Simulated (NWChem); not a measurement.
BeNH$_{2}$F; SMILES [NH2][Be][F]

```xyz
5

Be     0.0000     0.0000    -0.1005
F      0.0000     0.0000    -1.4865
N      0.0000     0.0000     1.4032
H      0.0000    -0.8244     1.9791
H      0.0000     0.8244     1.9791
```
Atoms are numbered in this order, from 1.

Program: NWChem. Geometry: optimised at PBE0-D3(BJ)/def2-TZVP. Vertical excitations in the gas phase.

### Question
Estimate the computed values for BHandHLYP/def2-SVP, TDA. Quantities: lowest excitation, singlet (eV); oscillator strength of that lowest state; lowest triplet (eV); orbital gap (eV).

### Answer
| Item | Value |
|---|---|
| lowest excitation, singlet (eV) | 6.24 |
| oscillator strength of that lowest state | 0.084 |
| lowest triplet (eV) | 5.74 |
| orbital gap (eV) | 9.26 |
